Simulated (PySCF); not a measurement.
C₄H₅B.
Atom-mapped SMILES: `[CH:1]#[C:2][BH:3][CH:4]=[CH2:5]` (hydrogens: H6 on C1; H7 on B3; H8 on C4; H9, H10 on C5)

Structure used (PBE0-D3(BJ)/def2-SVP), in Å, numbered top down from 1:
```
atom  x, y, z in Å
C1     2.365   -0.611    0.526
C2     1.442    0.127    0.224
B3     0.300    1.060   -0.154
C4    -1.150    0.543   -0.304
C5    -1.479   -0.749   -0.120
H6     3.185   -1.255    0.793
H7     0.561    2.228   -0.335
H8    -1.951    1.243   -0.572
H9    -0.717   -1.490    0.150
H10   -2.505   -1.118   -0.228
```

The calculation used PBE0-D3(BJ)/def2-SVP geometry optimisation, gas phase (PySCF 2.14.0).

Take the most abundant isotopes and a rigid rotor. The values belong to one conformer with, in the numbering `[CH:1]#[C:2][BH:3][CH:4]=[CH2:5]`, C2–B3–C4–C5 0°.

**Question.** What are A, B and C (cm⁻¹)?

**Answer.** Ia = 39.43, Ib = 158.38, Ic = 197.82 u·Å²; 505379 MHz·u·Å²/I gives 12816, 3191 and 2555 MHz, that is A = 0.42748, B = 0.10644, C = 0.08522 cm⁻¹.

**Question.** What kind of rotor is it?

**Answer.** An asymmetric top; Ray's κ = -0.876.

**Question.** Is it planar, by Δ = Ic − Ia − Ib?

**Answer.** Planar: Δ = Ic − Ia − Ib = 0.00 u·Å². For a rigid frame Δ = −2 Σ m c², so it vanishes when all atoms lie in the ab plane; here none is more than 0.01 Å from it.

**Question.** Where do the levels up to J = 3 lie, in K?

**Answer.** Above 0(0,0), as E/k:
J = 1: 1(0,1) 0.276, 1(1,1) 0.738, 1(1,0) 0.768
J = 2: 2(0,2) 0.826, 2(1,2) 1.259, 2(1,1) 1.350, 2(2,1) 2.736, 2(2,0) 2.737
J = 3: 3(0,3) 1.647, 3(1,3) 2.039, 3(1,2) 2.222, 3(2,2) 3.563, 3(2,1) 3.571, 3(3,1) 5.950, 3(3,0) 5.950
The levels of one J sum to (2J + 1)J(J + 1)(A + B + C)/3.

**Question.** Which types of transition are allowed, and where do some lines up to J = 2 fall?

**Answer.** The dipole components are |μa| = 0.33 D, |μb| = 1.30 D, |μc| = 0.00 D; the mirror of this Cs structure is the ab plane, so μc vanishes by symmetry and there are no c-type lines. Intensities carry the squares of the components, which stand as 0.06 : 1.00 (a : b). Some of the stronger lines:

```
type  branch         J(Ka,Kc)    MHz  lower level (cm⁻¹)
   b       R  2(0,2) ← 1(1,1)   1836               0.513
   b       Q  1(1,0) ← 1(0,1)  10261               0.192
   a       R  2(1,2) ← 1(1,1)  10855               0.513
   b       Q  2(1,1) ← 2(0,2)  10927               0.574
   b       R  1(1,1) ← 0(0,0)  15370               0.000
   b       R  2(1,2) ← 1(0,1)  20480               0.192
   b       Q  2(2,0) ← 2(1,1)  28905               0.938
   b       Q  2(2,1) ← 2(1,2)  30782               0.875
   b       R  2(2,1) ← 1(1,0)  41002               0.534
   b       R  2(2,0) ← 1(1,1)  41668               0.513
```

No PBE0-D3(BJ)/def2-SVP frequencies stand behind this structure, so it isn't proved a minimum. No vibrational averaging or centrifugal distortion is included, and the geometry carries the error of its method. Quadrupole hyperfine structure (11B) is left out.

On one thread, Arm Neoverse V1 (aarch64), no GPU, shared host, this took 22 s wall and 0.37 GiB of memory at its peak. These figures are those of the optimisation.
